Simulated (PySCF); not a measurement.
## Re²⁺ (rhenium, charge +2) across methods

[Xe] 4f14 5d5, high-spin 6S determinant. All numbers are calculated (PySCF 2.14, scalar relativity by spin-free X2C-1e, in x2c-TZVPPall with one added diffuse shell each of s, p, d, f type (12s8p8d4f1g, 113 functions)).

```csv
method,E (hartree),mean ε 4f α (eV),mean ε 4f β (eV),mean ε 5d α (eV),Σ⟨r²⟩ (bohr²),⟨S²⟩
r2SCAN,-16692.74,-59.581,-58.984,-22.957,41.88,8.753
PBE0,-16692.43,-63.821,-63.263,-24.224,41.92,8.752
UHF,-16687.43004,-77.045,-76.363,-28.252,41.65,8.756
LDA,-16682.02,-59.609,-59.067,-22.824,42.28,8.751
PBE,-16692.64,-59.090,-58.593,-22.660,42.20,8.752
```

Spin-orbit coupling, which splits the p, d and f shells strongly at this Z, is absent.
